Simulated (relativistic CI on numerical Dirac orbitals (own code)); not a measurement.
# Calculated levels, Ir57+

Method of calculation: Dirac-Coulomb-Breit CI, separate exchange-only KLI orbitals for each configuration, QED by a radiative potential, unscaled Slater integrals (own radial code, finite nucleus).

Configuration list (outside the closed core [Ne]): 3s²3p⁶3d², 3s²3p⁵3d³, 3s3p⁶3d³, 3s²3p⁶3d4s, 3s²3p⁶3d4p, 3s²3p⁶3d4d, 3s²3p⁵3d²4s, 3s²3p⁶3d4f, 3s²3p⁵3d²4p, 3s²3p⁵3d²4d, 3p⁶3d⁴, 3p⁵3d⁵, 3p⁵3d⁴4s, 3p⁶3d³4s, 3p⁵3d³4s². Double excitations out of closed p, d and f shells are left out; levels of such configurations are missing from the list, as are those of other unlisted configurations, and high levels can miss mixing partners. These lack a partner that the ground configuration has and come out too high: 3s²3p⁵3d²4p, 3s²3p⁵3d²4d.

The lowest level is 3s²3p⁶3d² ³F2, with 73 % of that term; Hund's rules for 3s²3p⁶3d² give ³F with J = 2, in agreement.

| No. | Configuration | Term | J | E (eV) | % | Next component (%) |
| --- | --- | --- | --- | --- | --- | --- |
| 1 | 3s²3p⁶3d² | ³F | 2 | 0.000 | 73 | 24 ¹D |
| 2 | 3s²3p⁶3d² | ³P | 0 | 25.574 | 69 | 31 ¹S |
| 3 | 3s²3p⁶3d² | ³F | 3 | 87.578 | 100 |  |
| 4 | 3s²3p⁶3d² | ³P | 2 | 98.855 | 49 | 29 ¹D |
| 5 | 3s²3p⁶3d² | ¹G | 4 | 102.425 | 71 | 29 ³F |
| 6 | 3s²3p⁶3d² | ³P | 1 | 104.204 | 100 |  |
| 7 | 3s²3p⁶3d² | ³F | 4 | 183.938 | 71 | 29 ¹G |
| 8 | 3s²3p⁶3d² | ¹D | 2 | 193.062 | 47 | 47 ³P |
| 9 | 3s²3p⁶3d² | ¹S | 0 | 219.744 | 69 | 31 ³P |
| 10 | 3p⁵3d³(2D) | ³D° | 2 | 287.371 | 27 | 19 ⁵F° |
| 11 | 3p⁵3d³(4F) | ⁵D° | 1 | 292.989 | 27 | 21 ³P° |
| 12 | 3p⁵3d³(4F) | ⁵D° | 0 | 297.167 | 49 | 45 ³P° |
| 13 | 3p⁵3d³(2D) | ³F° | 3 | 298.689 | 25 | 19 ³G° |
| 14 | 3p⁵3d³(4F) | ⁵F° | 3 | 365.155 | 39 | 23 ⁵D° |
| 15 | 3p⁵3d³(4F) | ⁵G° | 4 | 371.273 | 35 | 23 ⁵F° |
| 16 | 3p⁵3d³(4P) | ⁵S° | 2 | 372.865 | 28 | 23 ³P° |
| 17 | 3p⁵3d³(4F) | ⁵D° | 2 | 376.056 | 42 | 34 ³F° |
| 18 | 3p⁵3d³(4F) | ⁵D° | 1 | 378.025 | 40 | 34 ³D° |
| 19 | 3p⁵3d³(2G) | ³H° | 5 | 380.068 | 32 | 32 ³G° |
| 20 | 3p⁵3d³(2G) | ³H° | 6 | 380.781 | 43 | 25 ³I° |
| 21 | 3p⁵3d³(4F) | ³G° | 3 | 381.103 | 43 | 23 ³F° |
| 22 | 3p⁵3d³(4P) | ³P° | 0 | 381.407 | 40 | 37 ⁵D° |
| 23 | 3p⁵3d³(2G) | ³F° | 4 | 382.146 | 30 | 20 ³H° |
| 24 | 3p⁵3d³(4F) | ³G° | 4 | 388.815 | 36 | 20 ³F° |
| 25 | 3p⁵3d³(4P) | ³D° | 2 | 390.815 | 33 | 24 ¹D° |
| 26 | 3p⁵3d³(4F) | ³G° | 3 | 391.568 | 25 | 22 ³F° |
| 27 | 3p⁵3d³(2P) | ³S° | 1 | 391.680 | 33 | 25 ³P° |
| 28 | 3p⁵3d³(2G) | ³G° | 5 | 397.448 | 31 | 31 ¹H° |
| 29 | 3p⁵3d³(2D) | ³F° | 4 | 410.233 | 38 | 27 ⁵D° |
| 30 | 3p⁵3d³(2D) | ³P° | 2 | 414.622 | 30 | 22 ³D° |
| 31 | 3p⁵3d³(4P) | ³D° | 1 | 423.811 | 41 | 18 ³P° |
| 32 | 3p⁵3d³(2D) | ³D° | 3 | 423.939 | 29 | 26 ³G° |
| 33 | 3p⁵3d³(2G) | ³F° | 2 | 427.159 | 49 | 20 ¹D° |
| 34 | 3p⁵3d³(2H) | ³G° | 3 | 428.354 | 46 | 20 ¹F° |
| 35 | 3p⁵3d³(4F) | ⁵F° | 4 | 456.047 | 30 | 25 ³G° |
| 36 | 3p⁵3d³(2F) | ³D° | 1 | 456.146 | 43 | 28 ¹P° |
| 37 | 3p⁵3d³(4F) | ⁵G° | 5 | 460.692 | 43 | 22 ⁵F° |
| 38 | 3p⁵3d³(2D) | ³D° | 2 | 462.932 | 31 | 28 ³F° |
| 39 | 3p⁵3d³(4F) | ⁵G° | 6 | 464.604 | 51 | 24 ³I° |
| 40 | 3p⁵3d³(2H) | ³G° | 3 | 472.165 | 24 | 21 ¹F° |
| 41 | 3p⁵3d³(2H) | ³I° | 7 | 472.343 | 100 |  |
| 42 | 3p⁵3d³(4F) | ³G° | 5 | 472.643 | 34 | 30 ³H° |
| 43 | 3p⁵3d³(2P) | ³D° | 2 | 473.720 | 32 | 15 ³P° |
| 44 | 3p⁵3d³(2D) | ³P° | 1 | 473.774 | 60 | 18 ⁵D° |
| 45 | 3p⁵3d³(2D) | ³F° | 4 | 474.129 | 33 | 25 ³G° |
| 46 | 3p⁵3d³(2D) | ³D° | 3 | 479.519 | 40 | 23 ⁵D° |
| 47 | 3p⁵3d³(2D) | ³F° | 4 | 484.595 | 45 | 18 ³H° |
| 48 | 3p⁵3d³(2H) | ³H° | 6 | 485.737 | 69 | 24 ¹I° |
| 49 | 3p⁵3d³(2F) | ³F° | 3 | 485.877 | 43 | 31 ³D° |
| 50 | 3p⁵3d³(4P) | ³D° | 1 | 487.200 | 55 | 16 ¹P° |
| 51 | 3p⁵3d³(2F) | ³G° | 5 | 487.436 | 69 | 16 ¹H° |
| 52 | 3p⁵3d³(2F) | ¹G° | 4 | 487.518 | 36 | 25 ³G° |
| 53 | 3p⁵3d³(2D) | ³P° | 0 | 492.533 | 78 | 21 ⁵D° |
| 54 | 3p⁵3d³(2F) | ¹D° | 2 | 494.965 | 39 | 37 ³F° |
| 55 | 3p⁵3d³(4F) | ³G° | 3 | 500.213 | 26 | 19 ³F° |
| 56 | 3p⁵3d³(2F) | ³F° | 4 | 504.980 | 45 | 37 ³G° |
| 57 | 3p⁵3d³(2D) | ¹D° | 2 | 509.655 | 28 | 20 ⁵D° |
| 58 | 3p⁵3d³(2H) | ¹H° | 5 | 512.428 | 45 | 39 ³G° |
| 59 | 3p⁵3d³(2D) | ³P° | 1 | 514.788 | 37 | 33 ³D° |
| 60 | 3p⁵3d³(2D) | ³F° | 3 | 519.175 | 35 | 34 ¹F° |
| 61 | 3p⁵3d³(4P) | ³D° | 2 | 519.942 | 49 | 20 ³P° |
| 62 | 3p⁵3d³(4P) | ³S° | 1 | 524.071 | 23 | 20 ³D° |
| 63 | 3p⁵3d³(2D) | ³D° | 2 | 524.153 | 39 | 25 ¹D° |
| 64 | 3p⁵3d³(2G) | ³F° | 3 | 525.333 | 35 | 22 ³D° |
| 65 | 3p⁵3d³(2H) | ¹G° | 4 | 527.116 | 40 | 26 ³G° |
| 66 | 3p⁵3d³(2F) | ³D° | 2 | 531.272 | 47 | 18 ¹D° |
| 67 | 3p⁵3d³(2D) | ³P° | 1 | 535.927 | 44 | 40 ³D° |
| 68 | 3p⁵3d³(2D) | ³P° | 0 | 536.520 | 81 | 10 ⁵D° |
| 69 | 3p⁵3d³(2F) | ¹F° | 3 | 537.169 | 37 | 30 ³D° |
| 70 | 3p⁵3d³(2G) | ³H° | 6 | 555.200 | 50 | 37 ⁵G° |

Energies count from the lowest computed level; ° marks odd parity. Percentages are summed over parent terms; the parents shown are those of the largest component, closed shells are left out there.

The mean weight of the leading LS term, summed over parents, in these 70 levels is 45 %, and that of the leading jj configuration (from the same eigenvectors) 97 %, so jj coupling describes them better and the LS labels are nominal.

At this charge energies of transitions that change n are usually good to better than 1 %, and those within a shell (Δn = 0) to a few per cent.

LS names give the leading component of a level, which can be under half, so a name can repeat, a term be missing and a line seem to break the LS rules.
